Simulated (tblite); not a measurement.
Compound: C₂H₁₀O₃SSi₃.
Cartesian coordinates in Å at the GFN2-xTB level; atoms count from 1:
```
atom  x, y, z in Å
C1     2.1063   -1.3934   -0.6856
S2     2.4221    0.2656    0.0032
Si3    0.4182    0.8832    0.4184
C4     0.3520    2.6073    1.1632
O5    -0.4195    0.8266   -0.9788
Si6   -1.5857   -0.1806   -1.4993
O7    -1.9316   -1.2266   -0.3058
Si8   -1.3768   -1.3448    1.2163
O9    -0.2356   -0.2076    1.4380
H10    3.0727   -1.8138   -0.9416
H11    1.4864   -1.3021   -1.5724
H12    1.6134   -2.0055    0.0636
H13    0.9120    2.6374    2.0904
H14    0.7933    3.3270    0.4838
H15   -0.6677    2.9126    1.3700
H16   -1.0206   -0.9665   -2.5849
H17   -2.7626    0.6385   -1.7266
H18   -0.7198   -2.6387    1.3139
H19   -2.4665   -1.0094    2.1152
```

Computed with GFN2-xTB (tblite): harmonic, unscaled wavenumbers at the GFN2-xTB geometry, gas phase. Errors from tens to a few hundred cm⁻¹ against measured bands are possible. Modes of hydrogen on silicon can be 10 to 20 % off. One conformer, not necessarily the lowest.

Question: How many normal modes are there?

Answer: 19 atoms, non-linear: 3N − 6 = 51.

Question: What is the point group of the computed structure, and how do the modes divide by symmetry?

Answer: Cs. The vibrations span 29 a′ + 22 a″.

Question: How many distinct wavenumbers does the calculation give?

Answer: 51: Cs has no degenerate species.

Question: How many fundamentals are allowed in the infrared by symmetry?

Answer: 51 of 51: in Cs every mode is allowed. All fundamentals are allowed in the Raman spectrum.

Question: How far is the lowest real mode excited at 500 K, as a harmonic oscillator?

Answer: θ = hcν̃/k = 61 K for 42.6 cm⁻¹, so N1/N0 = 0.88 and ⟨v⟩ = 1/(exp(θ/T) − 1) = 7.7.
